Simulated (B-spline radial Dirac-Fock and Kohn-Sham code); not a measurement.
**Ta 4s: cross section and angular parameters**

System: the Ta atom, [Xe] 4f14 5d3 6s2; threshold 563.4 eV (tabulated edge). These are calculated numbers from a B-spline atomic structure program; the model is Dirac-Hartree-Slater photoionisation with a Latter tail; cross sections with all multipoles, angular parameters from the dipole term and its interference with E2.

Input of the calculation (task.json; shells as n, l, electrons):

```json
{"items": [{
  "Z": 73,
  "q": 0,
  "cfg": [[1, 0, 2], [2, 0, 2], [2, 1, 6], [3, 0, 2], [3, 1, 6], [3, 2, 10], [4, 0, 2], [4, 1, 6], [4, 2, 10], [4, 3, 14], [5, 0, 2], [5, 1, 6], [5, 2, 3], [6, 0, 2]],
  "A": 181,
  "rrms": 5.3507,
  "do": "xps",
  "hv": [59.0, 67.6, 89.3, 90.9, 111.0, 119.0, 140.0, 148.0, 168.0, 200, 213.0, 286.0, 317.0, 421.0, 446.0, 600, 881.0, 902.0, 1000, 1140.0, 1470.0, 1630.0, 2270.0, 3250.0, 4000, 5414.7, 6000, 9251.7, 12000],
  "edges": {"K": 67416.0, "L1": 11682.0, "L2": 11136.0, "L3": 9881.0, "M1": 2708.0, "M2": 2469.0, "M3": 2194.0, "M4": 1793.0, "M5": 1735.0, "N1": 563.4, "N2": 463.4, "N3": 400.9, "N4": 237.9, "N5": 226.4, "O1": 69.7}
}]}
```

Launch: `python xray2_run.py task.json out`

For linearly polarised light dσ/dΩ = σ/(4π) [1 + β P₂(cos θ) + (δ + γ cos²θ) sin θ cos φ], with θ from the polarisation vector and φ the angle between the beam and the projection of the electron momentum on the plane normal to the polarisation.

```
hν (eV)  σ (kb)      β       γ
    600    66.5  1.770   0.522
    881    47.6  1.861   0.629
    902    46.4  1.864   0.628
   1000    41.3  1.877   0.618
   1140    35.2  1.891   0.595
   1470    25.1  1.910   0.524
   1630    21.7  1.916   0.485
   2270    13.1  1.930   0.337
   3250       ?      ?       ?
   4000    5.04  1.945   0.043
 5414.7    2.94  1.951  -0.086
   6000    2.43  1.952  -0.118
 9251.7    1.06  1.956  -0.145
  12000   0.635  1.958  -0.055
```

Task: Give the values at 3250 eV.

Result: σ = 7.26 kb, β = 1.941, γ = 0.149. For an s subshell δ is negligible.
